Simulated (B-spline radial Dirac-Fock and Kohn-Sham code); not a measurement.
# Run log: Yb⁵⁺

ΔSCF core binding energies without Breit or QED terms, calculated with a radial finite-basis atomic code. Keys: rel is the Hamiltonian (dirac, or spin-free x2c and nr, where L3 and M5 stand for the whole 2p and 3d shells), method is hf or an exchange,correlation pair (spin-unpolarised, also for the hole states), nuc the nuclear model, radius_factor scales its radius, rmax is the box in bohr, h the logarithmic mesh step, order the B-spline order, points the quadrature points per cell, c_factor scales the speed of light, and damp, ndamp, maxit and tol steer the iteration. The run stops when the commutator error falls below 10·tol·max(1, Z/10), or the numerical noise floor, and the energy has settled to about 1e-8 Ha; the virial ratio is −V/T.

Input (task.json):

```json
{"items": [{"Z": 70, "q": 5, "cfg": [[1, 0, 2], [2, 0, 2], [2, 1, 6], [3, 0, 2], [3, 1, 6], [3, 2, 10], [4, 0, 2], [4, 1, 6], [4, 2, 10], [4, 3, 12], [5, 0, 2], [5, 1, 5]], "A": 174, "rrms": 5.3108, "do": "settings", "holes": ["K", "L3", "M5"],
  "settings": [{"rel": "dirac", "method": "hf", "nuc": "fermi", "radius_factor": 1.0, "rmax": 45.0, "h": 1.3, "order": 8, "points": 10, "c_factor": 1.0, "maxit": 80, "damp": 0.5, "ndamp": 3, "tol": 1e-08}]}]}
```

Command: `python xray2_run.py task.json out`

Ground-state iterations:

```
iter   energy (Ha)        error
   1   -13721.97901492  5.93e+00
   2   -13794.99507820  1.93e+00
   3   -13797.03355864  8.60e-01
   4   -13797.54464182  3.75e-01
   5   -13797.71048610  6.75e-02
   6   -13797.71377968  3.17e-03
   7   -13797.71382323  3.56e-04
   8   -13797.71382361  9.99e-06
   9   -13797.71382361  5.47e-07
```

The ground state converged in 9 iterations, with total energy -13797.71382 Ha, virial ratio 1.83951 and highest orbital energy -95.12 eV. ΔSCF binding energies: K (1s) 61896.6 eV, L3 (2p3/2) 9316.0 eV, M5 (3d5/2) 1864.6 eV.

Question: One setting is unsound. Which, and why?

Answer: h is too large to resolve the orbitals. With the default settings (Dirac Hartree-Fock): The ground state converged in 11 iterations, with total energy -14061.77414 Ha, virial ratio 1.90050 and highest orbital energy -88.01 eV. ΔSCF binding energies: K (1s) 61698.5 eV, L3 (2p3/2) 9046.8 eV, M5 (3d5/2) 1611.5 eV.
